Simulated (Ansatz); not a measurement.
Geometry optimisation of Hg₃Te₃.

```yaml
crystal:
  periodic: [false, false, false]
  atoms:
    - {symbol: Hg, position_ang: [1.128780, -1.215230, 0.444020]}
    - {symbol: Hg, position_ang: [-3.408540, -1.515980, -0.323970]}
    - {symbol: Hg, position_ang: [0.926340, 1.911980, -0.201210]}
    - {symbol: Te, position_ang: [-1.203830, 0.410060, 1.163870]}
    - {symbol: Te, position_ang: [3.276250, 0.524380, 0.465420]}
    - {symbol: Te, position_ang: [-0.719000, -0.115210, -1.548130]}
basis:
  gaussian: {orbitals: def2-SVP}
hamiltonian: {xc: {name: B3LYP}, dispersion: d4}
scf: {lower_state_search: "off"}
output: {orbitals: {seedname: orbitals}}
relax: {f_tol: 0.02, max_steps: 100}
```

```sh
$ ansatz run in.yaml --threads 4 --pin off --events-out ev --progress --plain --max-ram 4787MiB
```

Shortened log:

```
Functional definition: B3LYP
mean field -34422.62569597 eV, -1265.0081618331 hartree, gradient 7.2e-6 eV, S^2 0.000000; 0 other end points of the search recorded, 0 dependent functions left out
relax step   1: F+E_penalty+E_count = -34423.60149291 eV  Δ(F+E_penalty+E_count) = +0.000e0 eV  max|allowed force component| = 1.500e0 eV/Å  Δτ_max = 0.0000 Å  (20 SCF iters, accepted)
mean field -34422.88824009 eV, -1265.0178101515 hartree, gradient 1.4e-6 eV, S^2 0.000000; 0 other end points of the search recorded, 0 dependent functions left out
relax step   2: F+E_penalty+E_count = -34423.81626586 eV  Δ(F+E_penalty+E_count) = -2.148e-1 eV  max|allowed force component| = 7.468e-1 eV/Å  Δτ_max = 0.1947 Å  (29 SCF iters, accepted)
mean field -34422.96445927 eV, -1265.0206111547 hartree, gradient 2.0e-6 eV, S^2 0.000000; 0 other end points of the search recorded, 0 dependent functions left out
relax step   3: F+E_penalty+E_count = -34423.89553173 eV  Δ(F+E_penalty+E_count) = -7.927e-2 eV  max|allowed force component| = 2.380e-1 eV/Å  Δτ_max = 0.0705 Å  (28 SCF iters, accepted)
mean field -34422.98808519 eV, -1265.0214793913 hartree, gradient 2.3e-6 eV, S^2 0.000000; 0 other end points of the search recorded, 0 dependent functions left out
relax step   4: F+E_penalty+E_count = -34423.93267171 eV  Δ(F+E_penalty+E_count) = -3.714e-2 eV  max|allowed force component| = 3.464e-1 eV/Å  Δτ_max = 0.0947 Å  (30 SCF iters, accepted)
mean field -34423.03439954 eV, -1265.0231814124 hartree, gradient 1.4e-6 eV, S^2 0.000000; 0 other end points of the search recorded, 0 dependent functions left out
relax step   5: F+E_penalty+E_count = -34423.99333528 eV  Δ(F+E_penalty+E_count) = -6.066e-2 eV  max|allowed force component| = 3.135e-1 eV/Å  Δτ_max = 0.1955 Å  (31 SCF iters, accepted)
mean field -34423.17656380 eV, -1265.0284058526 hartree, gradient 4.2e-6 eV, S^2 0.000000; 0 other end points of the search recorded, 0 dependent functions left out
relax step   6: F+E_penalty+E_count = -34424.13127306 eV  Δ(F+E_penalty+E_count) = -1.379e-1 eV  max|allowed force component| = 4.957e-1 eV/Å  Δτ_max = 0.1922 Å  (29 SCF iters, accepted)
mean field -34423.49943031 eV, -1265.0402709778 hartree, gradient 2.6e-6 eV, S^2 0.000000; 0 other end points of the search recorded, 0 dependent functions left out
relax step   7: F+E_penalty+E_count = -34424.44524053 eV  Δ(F+E_penalty+E_count) = -3.140e-1 eV  max|allowed force component| = 6.215e-1 eV/Å  Δτ_max = 0.1940 Å  (32 SCF iters, accepted)
mean field -34423.87139042 eV, -1265.0539402598 hartree, gradient 2.3e-6 eV, S^2 0.000000; 0 other end points of the search recorded, 0 dependent functions left out
relax step   8: F+E_penalty+E_count = -34424.80378539 eV  Δ(F+E_penalty+E_count) = -3.585e-1 eV  max|allowed force component| = 5.383e-1 eV/Å  Δτ_max = 0.1916 Å  (28 SCF iters, accepted)
mean field -34424.22449562 eV, -1265.0669166367 hartree, gradient 1.2e-6 eV, S^2 0.000000; 0 other end points of the search recorded, 0 dependent functions left out
relax step   9: F+E_penalty+E_count = -34425.13694593 eV  Δ(F+E_penalty+E_count) = -3.332e-1 eV  max|allowed force component| = 4.015e-1 eV/Å  Δτ_max = 0.1949 Å  (26 SCF iters, accepted)
mean field -34424.47032539 eV, -1265.0759507140 hartree, gradient 1.6e-6 eV, S^2 0.000000; 0 other end points of the search recorded, 0 dependent functions left out
relax step  10: F+E_penalty+E_count = -34425.36036797 eV  Δ(F+E_penalty+E_count) = -2.234e-1 eV  max|allowed force component| = 2.340e-1 eV/Å  Δτ_max = 0.1992 Å  (25 SCF iters, accepted)
mean field -34424.59996437 eV, -1265.0807148587 hartree, gradient 1.5e-6 eV, S^2 0.000000; 0 other end points of the search recorded, 0 dependent functions left out
relax step  11: F+E_penalty+E_count = -34425.47236277 eV  Δ(F+E_penalty+E_count) = -1.120e-1 eV  max|allowed force component| = 1.574e-1 eV/Å  Δτ_max = 0.2000 Å  (25 SCF iters, accepted)
mean field -34424.65715998 eV, -1265.0828167585 hartree, gradient 2.5e-6 eV, S^2 0.000000; 0 other end points of the search recorded, 0 dependent functions left out
relax step  12: F+E_penalty+E_count = -34425.51555802 eV  Δ(F+E_penalty+E_count) = -4.320e-2 eV  max|allowed force component| = 1.478e-1 eV/Å  Δτ_max = 0.2000 Å  (25 SCF iters, accepted)
mean field -34424.67827187 eV, -1265.0835926064 hartree, gradient 1.0e-6 eV, S^2 0.000000; 0 other end points of the search recorded, 0 dependent functions left out
relax step  13: F+E_penalty+E_count = -34425.53365100 eV  Δ(F+E_penalty+E_count) = -1.809e-2 eV  max|allowed force component| = 8.596e-2 eV/Å  Δτ_max = 0.1993 Å  (27 SCF iters, accepted)
mean field -34424.67777706 eV, -1265.0835744225 hartree, gradient 1.8e-6 eV, S^2 0.000000; 0 other end points of the search recorded, 0 dependent functions left out
relax step  14: F+E_penalty+E_count = -34425.54499531 eV  Δ(F+E_penalty+E_count) = -1.134e-2 eV  max|allowed force component| = 7.619e-2 eV/Å  Δτ_max = 0.1985 Å  (25 SCF iters, accepted)
mean field -34424.67357682 eV, -1265.0834200665 hartree, gradient 1.1e-6 eV, S^2 0.000000; 0 other end points of the search recorded, 0 dependent functions left out
relax step  15: F+E_penalty+E_count = -34425.54348949 eV  Δ(F+E_penalty+E_count) = +1.506e-3 eV  max|allowed force component| = 2.633e-1 eV/Å  Δτ_max = 0.1876 Å  (26 SCF iters, rejected (line search))
mean field -34424.68008768 eV, -1265.0836593359 hartree, gradient 1.2e-6 eV, S^2 0.000000; 0 other end points of the search recorded, 0 dependent functions left out
relax step  16: F+E_penalty+E_count = -34425.54883961 eV  Δ(F+E_penalty+E_count) = -3.844e-3 eV  max|allowed force component| = 7.022e-2 eV/Å  Δτ_max = 0.0905 Å  (27 SCF iters, accepted)
mean field -34424.67906386 eV, -1265.0836217114 hartree, gradient 1.3e-6 eV, S^2 0.000000; 0 other end points of the search recorded, 0 dependent functions left out
relax step  17: F+E_penalty+E_count = -34425.55172036 eV  Δ(F+E_penalty+E_count) = -2.881e-3 eV  max|allowed force component| = 1.011e-1 eV/Å  Δτ_max = 0.0973 Å  (27 SCF iters, accepted)
mean field -34424.67948482 eV, -1265.0836371814 hartree, gradient 1.2e-6 eV, S^2 0.000000; 0 other end points of the search recorded, 0 dependent functions left out
relax step  18: F+E_penalty+E_count = -34425.55478348 eV  Δ(F+E_penalty+E_count) = -3.063e-3 eV  max|allowed force component| = 7.785e-2 eV/Å  Δτ_max = 0.1458 Å  (27 SCF iters, accepted)
mean field -34424.67717394 eV, -1265.0835522579 hartree, gradient 1.2e-6 eV, S^2 0.000000; 0 other end points of the search recorded, 0 dependent functions left out
relax step  19: F+E_penalty+E_count = -34425.55963825 eV  Δ(F+E_penalty+E_count) = -4.855e-3 eV  max|allowed force component| = 8.341e-2 eV/Å  Δτ_max = 0.1467 Å  (27 SCF iters, accepted)
mean field -34424.67521560 eV, -1265.0834802905 hartree, gradient 1.2e-6 eV, S^2 0.000000; 0 other end points of the search recorded, 0 dependent functions left out
relax step  20: F+E_penalty+E_count = -34425.57089385 eV  Δ(F+E_penalty+E_count) = -1.126e-2 eV  max|allowed force component| = 7.485e-2 eV/Å  Δτ_max = 0.1945 Å  (27 SCF iters, accepted)
mean field -34424.67546084 eV, -1265.0834893028 hartree, gradient 1.3e-6 eV, S^2 0.000000; 0 other end points of the search recorded, 0 dependent functions left out
relax step  21: F+E_penalty+E_count = -34425.58559269 eV  Δ(F+E_penalty+E_count) = -1.470e-2 eV  max|allowed force component| = 6.624e-2 eV/Å  Δτ_max = 0.1926 Å  (27 SCF iters, accepted)
mean field -34424.67454832 eV, -1265.0834557682 hartree, gradient 1.4e-6 eV, S^2 0.000000; 0 other end points of the search recorded, 0 dependent functions left out
relax step  22: F+E_penalty+E_count = -34425.60201535 eV  Δ(F+E_penalty+E_count) = -1.642e-2 eV  max|allowed force component| = 1.117e-1 eV/Å  Δτ_max = 0.1943 Å  (27 SCF iters, accepted)
mean field -34424.67666984 eV, -1265.0835337327 hartree, gradient 1.8e-6 eV, S^2 0.000000; 0 other end points of the search recorded, 0 dependent functions left out
relax step  23: F+E_penalty+E_count = -34425.62178036 eV  Δ(F+E_penalty+E_count) = -1.977e-2 eV  max|allowed force component| = 8.652e-2 eV/Å  Δτ_max = 0.1904 Å  (27 SCF iters, accepted)
mean field -34424.67348261 eV, -1265.0834166043 hartree, gradient 1.6e-6 eV, S^2 0.000000; 0 other end points of the search recorded, 0 dependent functions left out
relax step  24: F+E_penalty+E_count = -34425.63662705 eV  Δ(F+E_penalty+E_count) = -1.485e-2 eV  max|allowed force component| = 1.389e-1 eV/Å  Δτ_max = 0.1940 Å  (27 SCF iters, accepted)
mean field -34424.67295774 eV, -1265.0833973156 hartree, gradient 1.8e-6 eV, S^2 0.000000; 0 other end points of the search recorded, 0 dependent functions left out
relax step  25: F+E_penalty+E_count = -34425.64326166 eV  Δ(F+E_penalty+E_count) = -6.635e-3 eV  max|allowed force component| = 8.179e-2 eV/Å  Δτ_max = 0.0814 Å  (27 SCF iters, accepted)
mean field -34424.67015569 eV, -1265.0832943422 hartree, gradient 1.9e-6 eV, S^2 0.000000; 0 other end points of the search recorded, 0 dependent functions left out
relax step  26: F+E_penalty+E_count = -34425.64561317 eV  Δ(F+E_penalty+E_count) = -2.352e-3 eV  max|allowed force component| = 4.151e-2 eV/Å  Δτ_max = 0.0966 Å  (27 SCF iters, accepted)
mean field -34424.67323391 eV, -1265.0834074644 hartree, gradient 1.3e-6 eV, S^2 0.000000; 0 other end points of the search recorded, 0 dependent functions left out
relax step  27: F+E_penalty+E_count = -34425.64610258 eV  Δ(F+E_penalty+E_count) = -4.894e-4 eV  max|allowed force component| = 2.207e-2 eV/Å  Δτ_max = 0.0392 Å  (28 SCF iters, accepted)
mean field -34424.67140332 eV, -1265.0833401916 hartree, gradient 1.1e-6 eV, S^2 0.000000; 0 other end points of the search recorded, 0 dependent functions left out
relax step  28: F+E_penalty+E_count = -34425.64523172 eV  Δ(F+E_penalty+E_count) = +8.709e-4 eV  max|allowed force component| = 3.139e-2 eV/Å  Δτ_max = 0.0357 Å  (27 SCF iters, rejected (line search))
mean field -34424.67299713 eV, -1265.0833987632 hartree, gradient 1.3e-6 eV, S^2 0.000000; 0 other end points of the search recorded, 0 dependent functions left out
relax step  29: F+E_penalty+E_count = -34425.64614437 eV  Δ(F+E_penalty+E_count) = -4.179e-5 eV  max|allowed force component| = 2.696e-2 eV/Å  Δτ_max = 0.0105 Å  (28 SCF iters, accepted)
mean field -34424.67248894 eV, -1265.0833800874 hartree, gradient 1.3e-6 eV, S^2 0.000000; 0 other end points of the search recorded, 0 dependent functions left out
relax step  30: F+E_penalty+E_count = -34425.64615174 eV  Δ(F+E_penalty+E_count) = -7.375e-6 eV  max|allowed force component| = 2.293e-2 eV/Å  Δτ_max = 0.0070 Å  (28 SCF iters, accepted)
mean field -34424.67278890 eV, -1265.0833911108 hartree, gradient 1.2e-6 eV, S^2 0.000000; 0 other end points of the search recorded, 0 dependent functions left out
relax step  31: F+E_penalty+E_count = -34425.64615228 eV  Δ(F+E_penalty+E_count) = -5.326e-7 eV  max|allowed force component| = 1.660e-2 eV/Å  Δτ_max = 0.0084 Å  (28 SCF iters, accepted)
Total energy: -34425.64642826 eV, -1265.1191716972 hartree
Atom 0 at     0.551153    -0.570750     1.466269 Å, force    -0.011731     0.001415     0.016600 eV/Å
Atom 1 at    -1.339591    -2.398704    -0.807487 Å, force    -0.000773    -0.000497     0.000142 eV/Å
Atom 2 at     1.095881     0.950803    -1.232868 Å, force     0.007484     0.003332    -0.010387 eV/Å
Atom 3 at    -1.623673     1.131590     1.669306 Å, force     0.015529    -0.013749     0.003401 eV/Å
Atom 4 at     2.888146    -0.750663    -0.012049 Å, force    -0.012481     0.007477    -0.002076 eV/Å
Atom 5 at    -1.571917     1.637725    -1.083171 Å, force     0.001973     0.002022    -0.007681 eV/Å
Dipole moment:     0.072687    -0.024459    -0.040750 e Å
Checks for a lower state left out: stability, starts, cluster_reference, orbital_swaps, neighbouring_geometries, increment
```

Run time 3.3 min (4 threads of AMD EPYC 7R43 on a shared host), peak host memory 0.74 GiB.

In the def2 sets Hg, Te take a core potential; there is no spin–orbit coupling. Another isomer (singlet) lies 1.01 eV lower at PBE0-D4/def2-TZVP; other spin states weren't run for this one.
